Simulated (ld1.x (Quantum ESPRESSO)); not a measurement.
# Before and after: RRKJ potential for hydrogen (H)

- Element: hydrogen (H)
- Generator: ld1.x (Quantum ESPRESSO) 7.5
- Type: norm-conserving RRKJ (Kleinman–Bylander form)
- Functional: BLYP
- Relativity: scalar-relativistic
- Frozen core: none
- Valence charge: 1
- Reference configuration: 1s0.5 (charge +0.5)
- Partial waves: 2p channel at -0.05 Ry: rc 1.05 bohr; 1s (bound): rc 0.95 bohr
- Local potential: the s channel
- Core correction: none

Change: wave 1s (bound): rc 0.95 bohr becomes 1s (bound): rc 1.40 bohr.

Cutoffs: the cutoffs (Ry, on a coarse ladder) from which the occupation-weighted sum of valence levels, in a spherical-Bessel basis at the reference potential, stays within 10 and 1 mRy of its value at 400 Ry; they do not see the model core or the augmentation charge, which bear on the density cutoff. Errors are all-electron minus pseudo energies relative to the spin-unpolarised reference configuration.

Q: How do hardness, ghosts and transferability respond?

A: The potential gets softer (21 Ry and 50 Ry → 18 Ry and 30 Ry); neither file shows a bound ghost. A larger radius leaves more room for a smooth pseudo-wave, so fewer plane waves are needed.

```tsv
quantity	base	changed
cutoff, loose	21 Ry	18 Ry
cutoff, tight	50 Ry	30 Ry
bound ghosts	none	none
error for 1s1, meV [ΔE -4.78 eV]	+10	+12
```
